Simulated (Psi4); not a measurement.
A dimer, BCl3 ··· H3O+ (SMILES ClB(Cl)Cl and [OH3+]) (charge +1), singlet; the first 4 atoms form monomer A.

```
8

Cl    -0.8934    -1.4991    -0.0004
B      0.0001     0.0000     0.0001
Cl    -0.8519     1.5231    -0.0001
Cl     1.7452    -0.0240     0.0004
O      1.6360    -2.9255    -0.1348
H      2.0048    -3.5846     0.4915
H      0.6580    -2.8567    -0.0970
H      2.0895    -2.0562    -0.0975
```

### Question
What interaction energy does SAPT0/jun-cc-pVDZ, frozen core (Psi4) give, and which attractive term is the largest?

### Answer
Total -8.92 kcal/mol: electrostatics -8.98, exchange 24.79, induction -20.40, dispersion -4.33. The most attractive term is induction.
